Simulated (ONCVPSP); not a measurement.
# silver (Ag): one change to an ONCV potential, before and after

| Quantity | Value |
| --- | --- |
| Element | silver |
| Generator | ONCVPSP 4.0.1 |
| Type | optimised norm-conserving Vanderbilt (ONCV) |
| Functional | PW91 |
| Relativity | scalar-relativistic |
| Frozen core | [Kr] |
| Valence charge | 11 |
| Reference configuration | 4d10 5s0.5 (charge +0.5) |
| Partial waves | 5s: rc 2.25 bohr, ncon 4, nbas 7, qcut 2.7 1/bohr, 2 projectors, debl 1.3 Ha; p scattering state at 0.28 Ha: rc 2.45 bohr, ncon 5, nbas 8, qcut 3.6 1/bohr, 2 projectors, debl 3.9 Ha; 4d: rc 1.25 bohr, ncon 4, nbas 7, qcut 9.2 1/bohr, local |
| Local potential | the d channel |
| Core correction | Teter function, fcfact 2.5, rcfact 1.7 |

In the p channel the program set the typed energies aside and used 0.050, 3.950 Ha.

Change: core correction Teter function, fcfact 2.5, rcfact 1.48.

Cutoffs: the cutoffs (Ha) at which the residual kinetic energy of the hardest occupied pseudo-wave falls to 1 and 0.1 mHa per electron; they do not see the model core or the augmentation charge, which bear on the density cutoff. Errors are all-electron minus pseudo energies relative to the spin-unpolarised reference configuration.

Question: What does the change do?

Answer: The potential gets neither clearly harder nor softer (34 Ha and 40 Ha → 34 Ha and 40 Ha); both files keep a bound ghost (s); of the 4 tests that both files solve, the error grows in 0 and shrinks in 3 by more than 15 % and 0.3 meV (median size 47.4 → 9.8 meV). A model core, the more so a compact one, raises the density cutoff, which this test does not measure.

```tsv
quantity	base	changed
cutoff, loose	34 Ha	34 Ha
cutoff, tight	40 Ha	40 Ha
bound ghosts	s	s
GHOST(+) flags under 300 eV	p at 55.1 eV	p at 55.1 eV
error for 4d10 5s1, meV [ΔE -3.05 eV]	-3.3	-0.1
error for 4d10 5s0, meV [ΔE 4.78 eV]	-7.6	-1.0
error for 4d9 5s0, meV [ΔE 26.97 eV]	-87	-19
error for 4d9 5s1 5p1, meV [ΔE 5.55 eV]	-102	-89
s: phases at 2.28 bohr within 0.05 rad from the reference energy up to (Ha; the scan ends near 5)	2.8	2.8
p: phases at 2.49 bohr within 0.05 rad from the reference energy up to (Ha; the scan ends near 5)	1.7	1.7
d: phases at 1.27 bohr within 0.05 rad from the reference energy up to (Ha; the scan ends near 5)	to the end of the scan	to the end of the scan
rms error of d²Exc/dni dnj with the model core, mHa	0.72	1.84
```

 A true bound ghost makes a file unfit for plane-wave use even where its test errors are small: the radial tests pick states by their node count and pass the ghost by.
